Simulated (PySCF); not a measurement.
CH6B2O4, SMILES OB(CB(O)O)O, GFN2-xTB optimised geometry.

```
13

O      1.96     0.52     0.00
B      0.61     0.52     0.00
O     -0.05     1.71     0.00
C     -0.19    -0.87     0.01
B     -1.39    -0.83     1.04
O     -2.34     0.14     0.88
O     -1.53    -1.65     2.12
H      2.34     1.40    -0.01
H     -1.00     1.62     0.06
H     -0.60    -1.01    -1.00
H      0.49    -1.71     0.18
H     -3.02     0.11     1.55
H     -0.85    -2.31     2.23
```

Density from CAM-B3LYP/def2-TZVP run with PySCF at that geometry.

Minimum of the electron density along straight lines between bonded atoms, close to the bond critical point (lines longer than 1.1 times the sum of covalent radii, or with two minima, are not listed):

```
bond    length / Å  ρ at the minimum / e bohr⁻³  ∇²ρ there / e bohr⁻⁵  position (fraction from the first atom)
------  ----------  ---------------------------  --------------------  ---------------------------------------
O1–B2        1.351                        0.217                  0.96                                     0.67
B2–O3        1.359                        0.213                  0.90                                     0.33
B2–C4        1.603                        0.179                 -0.39                                     0.34
C4–B5        1.590                        0.186                 -0.42                                     0.66
B5–O6        1.360                        0.211                  0.90                                     0.33
B5–O7        1.360                        0.211                  0.90                                     0.33
O1–H8        0.958                        0.361                 -2.48                                     0.81
O3–H9        0.959                        0.358                 -2.51                                     0.81
C4–H10       1.091                        0.268                 -0.87                                     0.64
C4–H11       1.088                        0.274                 -0.92                                     0.64
O6–H12       0.959                        0.360                 -2.48                                     0.81
O7–H13       0.955                        0.363                 -2.52                                     0.81
```
